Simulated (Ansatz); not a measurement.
Reaction (ligand exchange at a B–C bond): `C=C=C(C)BCl` + `O[SiH3]` → `[SiH3]OBCl` + `C=C=CC`

Program: Ansatz. Geometries: PBE0-D4/def2-TZVP. ΔE: electronic, gas phase. CBS: MP2 limit from def2 TZ/QZ plus the TZ coupled-cluster correction, frozen cores. This one scheme is used for every species. DFT in def2-TZVPP. One conformer a species, not always the lowest.

CCSD(T)/CBS gives -1.05 eV.

Problem. Another level gave -0.99 eV. Which?
A. BHLYP/def2-TZVPP
B. revPBE/def2-TZVPP
C. BLYP/def2-TZVPP
D. r2SCANh/def2-TZVPP

Solution. B. revPBE -0.99, BLYP -1.08, r2SCANh -1.04, BHLYP -1.14 eV.

Largest T1 diagnostic among the species: 0.012.

Leaving LDA and LC-ωPBE aside and taking each functional with its dispersion term where it has one, the values, not all of them listed here, spread over 0.17 eV, from BHLYP-D4 to revPBE-D4. In def2-TZVPP, CCSD(T) changes the Hartree–Fock value by +0.15 eV (the triples alone add +0.03 eV) and MP2 by +0.22 eV.
